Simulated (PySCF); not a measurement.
## Excitation energy of Si by level of theory

Si [Ne] 3s2 3p2 (3P) → Si [Ne] 3s2 3p1 3d1 (high-spin determinant), as a difference of total energies. All numbers are calculated (PySCF 2.14, the non-relativistic Hamiltonian (point nucleus), in aug-cc-pV(T+d)Z with one added diffuse shell each of s, p, d, f type (7s6p5d3f, 71 functions)). Correlated levels: valence: [Ne] frozen. The calculations carry no spin-orbit coupling.

```
           method  excitation energy (eV)
              UHF                   6.018
    MP2 (valence)                   6.275
SCS-MP2 (valence)                   6.218
   CCSD (valence)                   5.982
CCSD(T) (valence)                   5.689
```

Task: How much does correlation contribute at CCSD(T) (valence)?

Result: 5.689 − (6.018) = -0.329 eV, measured against UHF.

The promoted electron is Rydberg-like, and one or two diffuse shells describe it only roughly, which tends to raise the upper state.

The coupled-cluster amplitudes are large for the upper state (T1 above 0.03 or a double amplitude above 0.15), so a single reference is strained.

The determinant of the upper state mixes LS terms, which raises its energy above the lowest term, most at the Hartree-Fock and MP2 levels.
